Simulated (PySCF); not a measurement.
Level of theory: PBE-D3(BJ)/def2-TZVP run with PySCF. All species are isolated molecules in the gas phase. One relaxed conformer stands for a flexible species; it need not be the lowest. 

Reference species (SMILES): `[GeH2]([OH])[OH]` (H–O–Ge–O torsion 78°, O–Ge–O–H torsion -84°) (neutral, multiplicity 1).

```
Property          Value
-------------  --------
HOMO–LUMO gap   6.29 eV
LUMO           -0.76 eV
HOMO           -7.05 eV
```

Changed species: `[OH][GeH3]` (3 of 4 OH replaced by H; the reference has 2 of 4 OH replaced by H).

Q: What does the change do to the HOMO–LUMO gap, LUMO and HOMO?

A: the HOMO–LUMO gap drops by 0.35 eV, to 5.94 eV; the LUMO falls by 0.09 eV, to -0.85 eV; the HOMO rises by 0.26 eV, to -6.79 eV.
